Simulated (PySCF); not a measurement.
C8H8ClFO2.
Numbering: `[CH:1]#[C:2][C@@H:3]([Cl:4])[C@@H:5]1[C:6](=[O:7])[CH2:8][CH2:9][O:10][C@H:11]1[F:12]` (hydrogens: H13 on C1; H14 on C3; H15 on C5; H16, H17 on C8; H18, H19 on C9; H20 on C11)

Computed with PBE0-D3(BJ)/def2-SVP geometry optimisation, gas phase in PySCF 2.14.0.

Problem. Give the optimised bond lengths and angles.

Solution. 
```
   bond  length (Å)   order
  C1≡C2       1.210  triple
  C2–C3       1.452  single
 C3–Cl4       1.809  single
  C3–C5       1.536  single
  C5–C6       1.530  single
  C6=O7       1.205  double
  C6–C8       1.506  single
  C8–C9       1.521  single
 C9–O10       1.413  single
O10–C11       1.369  single
C11–F12       1.379  single
 C5–C11       1.531  single
 C1–H13       1.075  single
 C3–H14       1.100  single
 C5–H15       1.099  single
 C8–H16       1.104  single
 C8–H17       1.099  single
 C9–H18       1.103  single
 C9–H19       1.098  single
C11–H20       1.100  single
```

Orders are formal, as drawn. A selection of angles:
```
      angle  degrees
  C2–C1–H13    179.2
   C1–C2–C3    179.1
  C2–C3–Cl4    109.6
   C2–C3–C5    115.2
  C2–C3–H14    109.5
  Cl4–C3–C5    109.6
 Cl4–C3–H14    105.0
  C5–C3–H14    107.3
   C3–C5–C6    108.9
  C3–C5–C11    113.6
  C3–C5–H15    106.2
  C6–C5–C11    113.0
  C6–C5–H15    106.6
 C11–C5–H15    108.1
   C5–C6–O7    120.3
   C5–C6–C8    116.2
   O7–C6–C8    123.4
   C6–C8–C9    112.8
  C6–C8–H16    105.6
  C6–C8–H17    108.8
  C9–C8–H16    109.0
  C9–C8–H17    112.5
 H16–C8–H17    107.9
  C8–C9–O10    111.2
  C8–C9–H18    110.7
  C8–C9–H19    111.0
 O10–C9–H18    109.8
 O10–C9–H19    106.1
 H18–C9–H19    107.9
 C9–O10–C11    114.1
O10–C11–F12    109.8
O10–C11–H20    107.1
F12–C11–H20    108.1
 C5–C11–O10    114.1
 C5–C11–F12    106.6
 C5–C11–H20    111.1
```

Dihedral angles: C2–C3–C5–C6 67° (synclinal); C3–C5–C6–O7 79° (synclinal); C5–C6–C8–C9 -35° (synclinal); C6–C8–C9–O10 49° (synclinal); C8–C9–O10–C11 -63° (synclinal); C9–O10–C11–F12 -61° (synclinal); C3–C5–C11–O10 84° (synclinal).

The C–C distances run from 1.210 Å (C1≡C2, drawn triple) to 1.536 Å (C3–C5, drawn single), a spread of 0.326 Å. Of the pairs four or more bonds apart, F12···H18 is among the closest relative to their van der Waals radii: 2.43 Å, 91 % of the sum of Bondi's values. The C–O distances run from 1.205 Å (C6=O7, drawn double) to 1.413 Å (C9–O10, drawn single), a spread of 0.208 Å. The 6-membered ring C5–C6–C8–C9–O10–C11 has internal angles of 111.2° to 116.2° (sum 681°, against 720° for a flat polygon); it is puckered, 0.19 Å rms from its mean plane, widest ring torsion 63°.

Point group: C1 (no symmetry element, even within 0.4 Å). PBE0-D3(BJ)/def2-SVP frequencies: not computed here. The numbers are those of one conformer.
